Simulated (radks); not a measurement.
Question: Spherical quantum dot in the effective-mass picture: electrons in a hard-walled sphere of radius 4.13, all in effective atomic units (hartree* = m*/eps^2 hartree, bohr* = eps/m* bohr), one dielectric constant everywhere. Method: non-relativistic Kohn-Sham, LDA (Slater exchange, Perdew-Wang correlation), spin-polarised, spherical densities; computed with a radial shooting solver with Libxc functionals. Levels are named by radial order and angular momentum (1s, 1p, 1d, 2s, ...), and open shells are averaged over m. At N = 41 the configuration is 1s2 1p6 1d10 1f14 1g(up 9, down 0). Does electron 42 go into 2s up or 1g down or 2s down?

Answer: Into 1g down. The total energies of the other choices lie higher by 0.0831 hartree* (2s up), 0.0996 hartree* (2s down).
